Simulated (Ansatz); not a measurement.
Two isomers of C2H5NOSi: A = `O=C=NC[SiH3]`, B = `OC1N=C1[SiH3]`.

Computed with Ansatz on PBE0-D4/def2-TZVP structures; ΔE is electronic, products minus reactants. CBS: MP2 limit from def2 TZ/QZ plus the TZ coupled-cluster correction, frozen cores. DFT in def2-TZVPP. B3LYP here is the variant with VWN-RPA as its local correlation; programs differ in this. Each species was taken in one conformer, which may not be the lowest.

**Question.** Which is lower in electronic energy at CCSD(T)/CBS, and by how much? (An estimate is asked.)

**Answer.** Computed: A, by 167.1 kJ/mol.

**Question.** Give E(B) − E(A) in kJ/mol with B2PLYP, LDA (SPW92), PBE-D4, B3LYP, r2SCAN-D4, MP2/def2-TZVPP, PBE0-D4. (Best estimate.)

**Answer.** Computed: B2PLYP 191.5, LDA (SPW92) 184.0, PBE-D4 187.3, B3LYP 194.7, r2SCAN-D4 191.1, MP2/def2-TZVPP 178.6, PBE0-D4 180.6. None reverses the order clearly.

**Question.** Does the order hold for the free energy at 298.15 K (harmonic terms from PBE0-D4)? (Best estimate.)

**Answer.** The calculation gave: Yes: G(B) − G(A) = +168.1 kJ/mol, for one conformer each. Modes under 60 cm⁻¹, often nearly free rotors, make the harmonic entropy too high.

Largest T1 diagnostic: 0.015.

From BLYP to BHLYP (50 % exact exchange), in def2-TZVPP and without D4, E(B) − E(A) moves by −12.0 kJ/mol. At CCSD(T), def2-SVP lies +18.6 kJ/mol from the extrapolated value and def2-TZVPP +4.0 kJ/mol.
